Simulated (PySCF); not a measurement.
**[Nd(SH)4]− at several levels of theory**

Computed with PySCF 2.14.0 (density fitting, no spin-orbit coupling) at the geometry relaxed with PBE0:

```xyz
9
[Nd(SH)4]− (singlet in the valence; each metal's 4f electrons, 3 of them, lie in its core potential, out of spins and levels)
Nd    0.0000    0.0000    0.0000
S     1.6989    1.4805    1.5232
H     2.7209    1.0124    0.7679
S    -1.6989   -1.4805    1.5232
H    -2.7209   -1.0124    0.7679
S     1.4805   -1.6987   -1.5233
H     1.0131   -2.7210   -0.7678
S    -1.4805    1.6987   -1.5233
H    -1.0131    2.7210   -0.7678
```

| level | basis | state | HOMO (eV) | gap (eV) | charge on Nd1 (e) | population of f-type functions on Nd1 (polarisation alone where 4f lies in the core) | dipole about the centre of mass (D) | largest force component (eV/Å) |
| --- | --- | --- | --- | --- | --- | --- | --- | --- |
| PBE0 | Nd lcecp-1-SVP with ECP49, S def2-SVP, H def2-SVP | singlet | -3.05 | 5.91 | 0.61 | 0.04 | 0.00 | 0.01 |
| revPBE | the same | singlet | -1.77 | 4.12 | 0.50 | 0.04 | 0.00 | 0.28 |
| B3LYP | the same | singlet | -2.70 | 5.38 | 0.52 | 0.04 | 0.00 | 0.15 |

In the lcecp rows the 4f levels are missing from HOMO and gap, and the state counts the valence alone.

Charges are Mulliken's, which hang on the basis. The relaxation used the grid (50, 194), these runs (75, 302) or, all-electron (x2c bases, spin-free X2C Hamiltonian), (99, 590).

(1) What does PBE0 with Nd lcecp-1-TZVP with ECP49, S def2-TZVP, H def2-TZVP give here?

A frequency check found unstable modes (2, the lowest at -25 cm⁻¹), so the relaxed geometry is a saddle point, or these are noise. An lcecp potential fixes the number of 4f electrons, so in runs with it no electron can move into or out of that shell.

Results:

(1) state singlet, HOMO (eV) -3.31, gap (eV) 6.00, charge on Nd1 (e) 1.23, population of f-type functions on Nd1 (polarisation alone where 4f lies in the core) 0.06, dipole about the centre of mass (D) 0.00, largest force component (eV/Å) 0.15. Time: 18 s on 2 threads of Intel(R) Xeon(R) 6975P-C (Granite Rapids), on a shared host, from free ions and atoms.
